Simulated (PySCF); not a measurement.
Cl2HSi, SMILES Cl[SiH]Cl (connectivity only; charge and spin as stated), charge +1, multiplicity 1. Heavy atoms are numbered as in [Cl:1][SiH:2][Cl:3]. Hydrogens are named by the atom that carries them.

Coordinates come from a TPSSh-D3(BJ)/def2-TZVP optimisation. The multiplicity is an assumed one; other spin states were not compared. The isomer is the one that the SMILES or the coordinates give; other isomers of the formula were not compared.

Method: PBE/pcSseg-2 (PySCF).

GIAO shieldings, no solvent; atoms alike by connectivity are averaged. δ = σ(ref) − σ: ³⁵Cl against HCl (σ = 936.5 ppm); ²⁹Si against TMS (σ = 324.1 ppm); ¹H against TMS (σ = 31.47 ppm), references at their B3LYP-D3(BJ)/def2-TZVP geometries, non-relativistic (without spin–orbit terms, shifts of atoms bonded to Cl or Br come out too high).

**Question.** Estimate the chemical shifts. (An estimate is asked for; the answer gives what the named calculation found.)

**Answer.** 
| nucleus | atoms | count | δ (ppm) |
|---|---|---|---|
| ³⁵Cl | Cl1 | 2 | 381.5 |
| ²⁹Si | Si2 (SiH) | 1 | 144.2 |
| ¹H | H on Si2 | 1 | 8.07 |
